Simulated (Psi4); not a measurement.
Input for Psi4:
```
memory 2 GB

molecule mol {
1 2
  F    -0.000000   -0.000000   -0.646773
  F     0.000000    0.000000    0.646773
}

set basis 6-31g**
set reference uks
set scf_type pk
set puream true
set d_convergence 1e-8
set dft_radial_points 99
set dft_spherical_points 590

energy('pbe0')
print_variables()
```

Q: What is the computed total energy (PBE0/6-31G** run with Psi4)?

A: -198.7463 Eh

Q: What is the computed <S^2> (PBE0/6-31G**)?

A: 0.753

Q: What nuclear repulsion energy does PBE0/6-31G** give?

A: 33.1363 Eh

These values belong to the state on which the SCF converged, which isn't shown to be the lowest.
